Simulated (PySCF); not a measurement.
Working out the ionisation energy of Fe

Fe [Ar] 3d6 4s2 (5D) → Fe⁺ [Ar] 3d6 4s1 (6D). All numbers are calculated (PySCF 2.14, no relativity, point nucleus, in aug-cc-pVDZ (7s6p4d2f, 59 functions)). Frozen: [Ar]. Energies in hartree (1 hartree = 27.21139 eV):

```json
{"part": "UHF", "Fe (lower)": "-1262.451471", "Fe⁺ (upper)": "-1262.217411"}
{"part": "MP2 opposite-spin", "Fe (lower)": "-0.082738", "Fe⁺ (upper)": "-0.046469"}
{"part": "MP2 same-spin", "Fe (lower)": "-0.074018", "Fe⁺ (upper)": "-0.072640"}
```

Question: What does Hartree-Fock give?

Answer: (-1262.217411) − (-1262.451471) = 0.234060 hartree = 6.369 eV.

Question: What do MP2 and SCS-MP2 (6/5 opposite-spin, 1/3 same-spin) give?

Answer: The opposite-spin parts differ by 0.987 eV and the same-spin parts by 0.037 eV. MP2: 6.369 + (0.987) + (0.037) = 7.393 eV. SCS-MP2: 6.369 + 1.2 × (0.987) + (0.037)/3 = 7.566 eV.

Measured between the centres of the two terms (NIST): 7.904 eV, so MP2 (valence) is off by -0.511 eV.

The calculation is non-relativistic.

A double-zeta basis recovers only part of the correlation energy.

What remains against the reference includes basis incompleteness, the frozen core and correlation beyond second order.
